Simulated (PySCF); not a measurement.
H₂Al₂Br₄, singlet at its PBE0/def2-SVP optimised geometry (Å):

```
8

Al    -1.2876     0.0002     0.0000
Al     1.2873     0.0002     0.0000
H     -0.0002     0.0003    -1.1648
Br    -2.3204    -1.9850     0.0003
Br    -2.3209     1.9852     0.0000
H     -0.0002     0.0005     1.1650
Br     2.3197    -1.9852     0.0001
Br     2.3209     1.9850    -0.0002
```

Computed with PySCF 2.14.0 with PBE0/def2-TZVP. Cells within 0.4 Å of a nucleus heavier than hydrogen are left out (blank, or x).

Map of the HOMO amplitude (bohr^(-3/2)) on the plane z = 0.0 Å; orbital energy -8.76 eV, overall sign arbitrary:

```
|55444444444444455555555555544|
|55544444444444455555555555444|
|55544444444444455555555555444|
|55554444344444455555655554444|
|55555443333444455566665544444|
|55555432122344455677876544444|
|55566541002344455679985433444|
|556677xx1013344566898xx223344|
|556788xxx01334456689xxx112344|
|5567897x4223444556775x2012344|
|55668997543344455665420013344|
|55567777544444455555422223444|
|55556666554444455554433334444|
|5555555555x4444555x4444444444|
|444444444xxx44444xxx444444444|
|4444444444x5554444x5555555555|
|44443333445555444445566665555|
|44432222455555444444577776555|
|44331002456655444334579986655|
|4432102x5776554443224x7987655|
|443211xxx98665443310xxx887655|
|443322xx8986654433101xx776655|
|44433458997655444320014566555|
|44444567877655444322123455555|
|44444556666555444433334455555|
|44445555655555444444344445555|
|44455555555555444444444444555|
|44455555555555444444444444555|
|44555555555555444444444444455|
```
Scale: ten equal steps from -0.124 (start of '0') to 0.124 (end of '9'), in the order '0123456789'; x runs from -4.50 to 4.50, y from -4.50 (bottom) to 4.50 (top).
